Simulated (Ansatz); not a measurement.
Reaction (redistribution): `[CH3][In]([Cl])[Cl]` + `[CH3][In]([SH])[Br]` → `[CH3][In]([SH])[Cl]` + `[CH3][In]([Cl])[Br]`

Calculated with Ansatz (gas phase, PBE0-D4/def2-TZVP geometries, no zero-point term in ΔE). CBS: MP2 limit from def2 TZ/QZ plus the TZ coupled-cluster correction, frozen cores. DFT in def2-TZVPP. HSE06 is defined as in plane-wave codes. Elements past krypton have def2 core potentials. For Br, In outer-core shells are correlated without core-valence functions, which leaves a few kJ/mol of doubt a bond. Scalar relativity is left out up to krypton. Each species was taken in one conformer, which may not be the lowest.

(1) Is it downhill or uphill in electronic energy at CCSD(T)/CBS, and by how much? (Estimate.)

(2) What do these levels give: LDA (SPW92), HSE06-D4, BHLYP-D4, CAM-B3LYP-D4, PBE, PBE0, r2SCANh, r2SCAN0, CCSD/def2-SVP, MP2/def2-TZVPP, SCS-MP2/def2-TZVPP, CCSD(T)/def2-TZVPP? (Best estimate.)

Largest T1 diagnostic among the species: 0.012.

Answers

(1) Computed: Nearly level: ΔE = -0.3 kJ/mol.

(2) The calculation gave: LDA (SPW92) -0.4, HSE06-D4 -0.2, BHLYP-D4 -0.2, CAM-B3LYP-D4 -0.3, PBE -0.4, PBE0 -0.3, r2SCANh -0.4, r2SCAN0 -0.3, CCSD/def2-SVP 0.2, MP2/def2-TZVPP 0.0, SCS-MP2/def2-TZVPP -0.1, CCSD(T)/def2-TZVPP -0.1 kJ/mol.

Leaving LDA and LC-ωPBE aside and taking each functional with its dispersion term where it has one, the values, not all of them listed here, spread over 0.5 kJ/mol, from B97M-V to PBE-QIDH.
